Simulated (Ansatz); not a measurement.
Geometry optimisation, RKS BHLYP-D4/def2-SVP in Ansatz.

input.yaml

```yaml
crystal:
  periodic: [false, false, false]
  atoms:
    - { symbol: Sn, position_ang: [-0.577637, -0.21622, -0.662209] }
    - { symbol: Cl, position_ang: [0.447346, 0.744717, 2.668568] }
    - { symbol: O, position_ang: [1.204532, -0.745969, -0.113482] }
    - { symbol: H, position_ang: [1.336752, -0.680556, 0.852421] }
    - { symbol: Cl, position_ang: [-0.747924, 2.028193, -1.194438] }
    - { symbol: Cl, position_ang: [-1.026237, -1.477275, -2.546807] }
    - { symbol: Br, position_ang: [-2.443547, -0.790517, 0.995249] }
    - { symbol: H, position_ang: [-0.732984, 0.185526, 2.909799] }
basis:
  gaussian: { orbitals: def2-SVP }
hamiltonian:
  xc: { name: BHLYP }
  dispersion: d4
relax:
  f_tol: 0.03
  max_steps: 50
```

Launched with:

```bash
$ ansatz run input.yaml --threads 4 --pin off --max-ram 5120MiB --backend cpu --events-out ev --progress --plain --runs-dir out
```

Where does it end, and by what steps?

The run converged. After 9 steps the energy has fallen by 0.120 eV; O3 moved furthest, 0.19 Å.

```csv
step,energy less start (eV),largest force component (eV/Å),accepted
0,0.0000,1.134,yes
1,-0.0478,1.277,yes
2,-0.0018,2.368,no
3,-0.1125,0.188,yes
4,-0.1166,0.263,yes
5,-0.1190,0.168,yes
6,-0.1195,0.120,yes
7,-0.1195,0.134,yes
8,-0.1200,0.041,yes
9,-0.1201,0.014,yes
```

```xyz
8
Properties=species:S:1:pos:R:3
Sn -0.636 -0.290 -0.682
Cl 0.478 0.819 2.769
O 1.092 -0.875 -0.029
H 1.315 -0.496 0.825
Cl -0.695 1.984 -1.114
Cl -1.028 -1.451 -2.639
Br -2.433 -0.824 0.938
H -0.634 0.181 2.841
```

Whether the end is a true minimum wasn't checked by a vibrational analysis.

Time of the run: 41 s on 4 threads of Arm Neoverse V1, on a shared host, peak memory 0.45 GiB.
